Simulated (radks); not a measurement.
Q: Neutral molybdenum: order these configurations by energy. All-electron calculation, scalar-relativistic Kohn-Sham, BLYP, spin-polarised, spherical densities, finite nucleus; Fermi nuclear charge, rms radius of each element as measured or else 0.836 A^(1/3) + 0.57 fm. Program: a radial shooting solver on a logarithmic mesh with Libxc functionals. Open shells are filled with parallel spins first. [Kr] 4d4 5s1 5p1; [Kr] 4d4 5s2; [Kr] 4d5 5p1; [Kr] 4d5 5s1; [Kr] 4d6.

A: From the lowest, in eV above it: [Kr] 4d5 5s1 0.000; [Kr] 4d4 5s2 1.644; [Kr] 4d6 2.752; [Kr] 4d5 5p1 3.369; [Kr] 4d4 5s1 5p1 4.147.
